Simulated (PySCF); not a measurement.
From one molecule to another.

First species: BBrH4SSi.
SMILES with atom numbers: `[SiH3:1][S:2][BH:3][Br:4]` (hydrogens: H5, H6, H7 on Si1; H8 on B3)

Second species: Methylsilylchloride, CH₅ClSi.
SMILES: `Cl[SiH2]C`

Levels: CAM-B3LYP/def2-SVPD for dipole moment, HOMO energy, LUMO energy, HOMO–LUMO gap, static isotropic polarisability and electronic spatial extent ⟨r²⟩ about the centre of nuclear charge; TDDFT CAM-B3LYP/def2-SVPD for lowest singlet excitation; TDA CAM-B3LYP/def2-SVPD for lowest triplet excitation (Tamm–Dancoff); ΔSCF CAM-B3LYP/def2-SVPD for vertical ionisation energy; PBE0-D3(BJ)/def2-SVP for rotational constant A and rotational constant C. Geometries: PBE0-D3(BJ)/def2-SVP. Each structure is a single optimised conformer of the isolated species, non-relativistic unless stated; the electronic structure was computed with PySCF and density fitting.

Dipoles, sizes and rotational constants follow the conformer. The torsions of the flexible species, by atom-mapped SMILES:
- `[SiH3:1][S:2][BH:3][Br:4]`: Si1–S2–B3–Br4 0°

Values for the first species:

- Dipole moment: 1.03 D
- HOMO energy: -9.42 eV
- LUMO energy: -0.52 eV
- HOMO–LUMO gap: 8.90 eV
- Lowest singlet excitation: 5.40 eV
- Lowest triplet excitation (Tamm–Dancoff): 4.63 eV
- Static isotropic polarisability: 83.7 au
- Vertical ionisation energy: 10.22 eV
- Electronic spatial extent ⟨r²⟩ about the centre of nuclear charge: 964 bohr²
- Rotational constant A: 4.775 GHz
- Rotational constant C: 1.098 GHz

(1) Estimate the same properties for the second species, and the change in each.

Results:

(1) 
```json
{"property": "dipole moment", "first": "1.03 D", "second": "2.04 D", "second less first": "+1.01 D"}
{"property": "HOMO energy", "first": "-9.42 eV", "second": "-10.15 eV", "second less first": "-0.73 eV"}
{"property": "LUMO energy", "first": "-0.52 eV", "second": "0.96 eV", "second less first": "+1.48 eV"}
{"property": "HOMO–LUMO gap", "first": "8.90 eV", "second": "11.11 eV", "second less first": "+2.21 eV"}
{"property": "lowest singlet excitation", "first": "5.40 eV", "second": "7.50 eV", "second less first": "+2.10 eV"}
{"property": "lowest triplet excitation (Tamm–Dancoff)", "first": "4.63 eV", "second": "7.09 eV", "second less first": "+2.46 eV"}
{"property": "static isotropic polarisability", "first": "83.7 au", "second": "53.9 au", "second less first": "-29.8 au"}
{"property": "vertical ionisation energy", "first": "10.22 eV", "second": "11.20 eV", "second less first": "+0.98 eV"}
{"property": "electronic spatial extent ⟨r²⟩ about the centre of nuclear charge", "first": "964 bohr²", "second": "409 bohr²", "second less first": "-555 bohr²"}
{"property": "rotational constant A", "first": "4.775 GHz", "second": "15.880 GHz", "second less first": "+11.105 GHz"}
{"property": "rotational constant C", "first": "1.098 GHz", "second": "3.245 GHz", "second less first": "+2.147 GHz"}
```

On the first: A dipole of 1.03 D is allowed in Cs, and pure rotational transitions are dipole-allowed. The principal polarisabilities are 64.3, 86.3 and 100.5 au; their mean is the isotropic value. The calculation is non-relativistic and has no spin–orbit coupling, an omission that weighs most on bromine.

On the second: The ΔSCF ionisation energy exceeds −ε(HOMO) by 1.05 eV with CAM-B3LYP; the lowest state found was started with its hole in HOMO−1. The polarisability is 7.98 Å³ as a volume (1 au = 0.148185 Å³), or 1.28 au for each of the 42 electrons.
